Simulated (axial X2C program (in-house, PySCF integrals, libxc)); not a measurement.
TeC: nuclear properties from DFT to coupled cluster

Calculated with an in-house all-electron X2C program for linear molecules (integrals from PySCF): two-component X2C with atomic mean-field Coulomb and Gaunt terms, Gaussian nuclei, basis Te dyall-acv3z, C dyall-av3z with contracted cores.

R = 1.885 Å (near the PBE0 minimum at charge 0 of the determinant lowest at the starting distance; the state shown can have its own minimum elsewhere); state Ω = 0 (closed shell).

```csv
level,qzz Te (a.u.),qzz C (a.u.),μ (D)
PBE0,-1.67,-0.88,-2.60
HF,-0.25,-1.19,-2.24
B3LYP,-1.43,-0.92,-2.63
```

qzz is the electric field gradient, eQq0 = 234.96 MHz × Q/barn × qzz; μ is positive if the C end (last atom) is positive. The operators were transformed with the bare-nucleus X2C matrices; with these basis sets, hyperfine constants and field gradients can be off by tens of per cent, and where levels differ in sign neither size nor sign is settled.

Finite-field MP2, CCSD and CCSD(T), with 20 electrons correlated in 130 natural virtual spinors (MP2 remainder added):

```
  level  qzz Te (a.u.)  qzz C (a.u.)  μ (D)
    MP2          -3.30         -0.64  -3.10
   CCSD          -1.83         -0.84  -2.61
CCSD(T)          -2.15         -0.74  -2.63
```

T1 = 0.027 (Lee–Taylor). One unrestricted determinant, the lowest of a limited PBE0 search, is the reference; the functionals treat spin collinearly. Correlation of the inner shells is missing, which matters for properties at the nucleus. Number of frozen shells: Te 4 s, 3 p, 1 d; C 1 s.

(1) By how much does correlation change each value, CCSD(T) against HF?

## Answers

(1) qzz Te 760 %; qzz C -38 %; μ 17 %.
